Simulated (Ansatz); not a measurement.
Ideal-gas functions of `[Cl][Hf]([Cl])([Cl])[SeH]` at 298.15 K and 1 bar, from an Ansatz frequency run at PBE0-D4/def2-TZVP.

Molar mass 364.82 g/mol, point group Cs (symmetry number 1), electronic degeneracy 1, moments of inertia 518.316, 784.659, 798.133 u Å². Harmonic wavenumbers (cm⁻¹, unscaled): 67, 73, 87, 93, 100, 124, 243, 381, 390, 391, 435, 2407.

Use S(trans) = R[1.5 ln M + 2.5 ln T − 1.1517]; rotational temperatures θ = 24.2544 K / I; S(rot) = R[ln(√π/σ · √(T³/θAθBθC)) + 1.5]; for each mode x = 1.438777 ν̃/T, S = R[x/(eˣ − 1) − ln(1 − e⁻ˣ)] and H = RT x/(eˣ − 1); 1 cm⁻¹ = 0.0119627 kJ/mol; R = 8.31446 J/(mol·K).

By hand: the entropy, in J/(mol·K).

Translation 182.4. Rotation: θ = 0.0468, 0.0309, 0.0304 K, giving 130.0. Vibration, mode by mode: 17.74, 17.03, 15.59, 15.05, 14.45, 12.71, 7.45, 4.33, 4.18, 4.17, 3.52, 0.00, in all 116.2. Electronic 0.0. Sum 428.6 J/(mol·K).

By hand: H − E and G − E in kJ/mol, counted from the electronic energy.

Zero-point energy ½ × 4791 × 0.0119627 = 28.7; thermal vibration 16.4; translation, rotation and pV give 4 RT = 9.9. H − E = 55.0 kJ/mol, and G − E = 55.0 − 298.15 × 428.6/1000 = -72.8 kJ/mol.

Vibration gives 27 % of the entropy, 92.6 J/(mol·K) of it from the modes under 150 cm⁻¹: soft modes count most, and the harmonic formula is weakest for them. The sum counts one conformer and one mirror image; others add a mixing term.
